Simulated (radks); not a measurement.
All-electron atom: F4+ in [He] 2s2 3p1 (not the ground configuration).

Method: non-relativistic Kohn-Sham, LDA (Slater exchange, Perdew-Wang correlation), spin-polarised, spherical densities, point nucleus; open shells are filled with parallel spins first; computed with a radial shooting solver on a logarithmic mesh with Libxc functionals.

Energy parts (eV):
part                     energy
total                 -2423.275
kinetic                2416.856
electron-nucleus      -5254.245
Hartree                 590.972
exchange-correlation   -176.858

Orbitals (lengths in bohr, moments of r in powers of bohr; r(max) is where P^2 peaks):
\begin{tabular}{lrrrrrr}
orbital & occ. & eigenvalue (eV) & <r^4> & <1/r> & <r> & r(max) \\ \hline
1s up & 1 & -795.4237 & 0.004562 & 8.596 & 0.1766 & 0.1150 \\
1s down & 1 & -795.0459 & 0.004554 & 8.599 & 0.1765 & 0.1150 \\
2s up & 1 & -129.2935 & 1.054 & 1.801 & 0.8162 & 0.6846 \\
2s down & 1 & -128.7293 & 1.035 & 1.802 & 0.8143 & 0.6852 \\
2p up & 0 & -113.9088 & 0.8655 & 1.734 & 0.7360 & 0.5712 \\
2p down & 0 & -113.2240 & 0.8500 & 1.735 & 0.7347 & 0.5726 \\
3s up & 0 & -44.9350 & 36.61 & 0.6840 & 2.102 & 1.966 \\
3s down & 0 & -42.7716 & 38.36 & 0.6790 & 2.118 & 1.963 \\
3p up & 1 & -40.6240 & 39.13 & 0.6558 & 2.106 & 1.961 \\
3p down & 0 & -38.4969 & 41.48 & 0.6511 & 2.127 & 1.958 \\
\end{tabular}

The highest occupied level is 3p up at -40.624 eV. The configuration is held as typed, so some empty levels lie below it. Virial ratio -V/T = 2.00266.
